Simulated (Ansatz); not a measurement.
A made-up structure of CHBrF (charge +1), closed shell:

```
4
angstrom
F -1.3062 -0.4552 0.4355
C -0.1136 0.0753 -0.0705
Br 1.6407 -0.5834 0.5431
H -0.2209 0.9633 -0.9081
```

It is relaxed with PBE-D4/def2-SVP and then PBE0-D4/def2-TZVP (Ansatz 0.2.0). Atoms count as bonded within 1.22 times the sum of their covalent radii (H–H: 0.88 Å). The end point is not checked to be a true minimum.

Problem. Does its bonding change? (A judgement: the text doesn't fix the answer.)

Solution. By the calculation: No: no bond forms or breaks.

Where it ends: The first stage lowers the energy by 1.03 eV in 6 steps. It ends as CHBrF ([F][CH][Br]), total charge +1:
```
4
angstrom
F -1.1662 -0.4067 0.3891
C -0.1015 0.0671 -0.0629
Br 1.4649 -0.5206 0.4847
H -0.1972 0.8602 -0.8109
```

Labels in which every atom is bracketed show which atoms are joined, not bond orders.

For scale, one of the runs: PBE0-D4/def2-TZVP relaxation, 116 basis functions, launched by `ansatz run in.yaml --threads 2 --pin off --events-out ev --progress --plain --max-ram 4352MiB`. Hardware: 2 CPU threads of an AMD EPYC 7571, shared host. Wall time about 30 s.
